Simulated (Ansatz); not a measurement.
Start from `NC1[SiH2]S1` and change one atom or group to get `BC1[SiH2]S1`.

Ansatz, PBE0-D4/def2-TZVP geometries, multiplicity 1. Each molecule was computed in one conformer, which needn't be the lowest.

```json
{"property": "LUMO energy (B3LYP/def2-TZVPP) / eV", "`NC1[SiH2]S1`": "-0.52"}
{"property": "size of the dipole moment (B3LYP/def2-TZVPP) / D", "`NC1[SiH2]S1`": "1.44"}
{"property": "LUMO energy (PBE0/def2-TZVPP) / eV", "`NC1[SiH2]S1`": "-0.30"}
{"property": "zero-point energy (PBE0-D4/def2-TZVP) / kJ/mol", "`NC1[SiH2]S1`": "164.1"}
{"property": "HOMO–LUMO gap (PBE/def2-TZVPP) / eV", "`NC1[SiH2]S1`": "4.40"}
{"property": "LUMO energy (PBE/def2-TZVPP) / eV", "`NC1[SiH2]S1`": "-1.12"}
```

**Question.** What does the change do to each property? (An estimate is asked.)

**Answer.** Computed: 
```tsv
property	`BC1[SiH2]S1`	shift
LUMO energy (B3LYP/def2-TZVPP) / eV	-1.30	-0.78
size of the dipole moment (B3LYP/def2-TZVPP) / D	1.80	0.36
LUMO energy (PBE0/def2-TZVPP) / eV	-1.12	-0.82
zero-point energy (PBE0-D4/def2-TZVP) / kJ/mol	147.3	-16.8
HOMO–LUMO gap (PBE/def2-TZVPP) / eV	3.91	-0.49
LUMO energy (PBE/def2-TZVPP) / eV	-2.08	-0.96
```

With PBE0 the HOMO falls by 0.47 eV and the LUMO falls by 0.82 eV, so the gap narrows by about 0.35 eV. PBE moves the HOMO by -0.46 eV and ωB97M-V by -0.51 eV. Dipoles are sizes alone; their direction can turn.

B3LYP here is the variant with VWN-RPA as its local correlation; programs differ in this.
